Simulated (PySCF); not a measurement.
**ZnBr: energy against distance**

Set-up: basis Zn def2-TZVPPD, Br def2-TZVPPD; no relativity; PySCF 2.14. Energies in eV from Zn + Br in their ground configurations at the same level. State: ²Σ⁺ (doublet), unpaired electrons σ ↑.

```
R (Å)  M06-2X
1.990  -0.977
2.083  -1.496
2.175  -1.789
2.245  -1.902
2.314  -1.947
2.383  -1.940
2.476  -1.873
2.592  -1.728
2.731  -1.506
2.916  -1.185
```

Question: Put a parabola through the three lowest points of the M06-2X curve and estimate Re, k and ωe (reduced mass 35.32 u; 1 eV/Å² = 0.16022 mdyn/Å; ωe = 1302.8·√(k/μ) cm⁻¹).

Answer: Through R = 2.245, 2.314, 2.383 Å the second-order coefficient is 5.46 eV/Å², so Re ≈ 2.339 Å, k ≈ 1.75 mdyn/Å and ωe ≈ 290 cm⁻¹. A polynomial fit of higher order to the unrounded M06-2X energies gives Re = 2.337 Å, k = 1.55 mdyn/Å, ωe = 272 cm⁻¹; anharmonicity and rounding make the difference.

The higher-order fit for each curve: M06-2X: Re = 2.337 Å, ωe = 272 cm⁻¹, De = 1.95 eV.

Spin–orbit coupling is left out. The state was picked by a PBE0 search and need not be the measured ground state.
